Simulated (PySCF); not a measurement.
The multiplicity is imposed and other spin states were not computed.

[Pd(Cl)3] (charge 0, multiplicity 2)

Method: TPSSh-D3(BJ)/def2-TZVP // BP86-D3(BJ)/def2-SVP in PySCF.

highest occupied spin orbital: -7.94 eV
dipole moment: 1.38 D
charge on the central atom (Mulliken): 0.64 e
spin population on the central atom (Mulliken): 0.47
total energy: -1508.5897 Ha
cost: roughly 11 core-minutes

```xyz
4

Pd     0.0998    -0.3816     0.0670
Cl    -0.5511     1.7179     0.4968
Cl    -1.8938    -1.2615    -0.4604
Cl     2.3131    -0.0388    -0.0371
```
Charge 0, spin multiplicity 2.
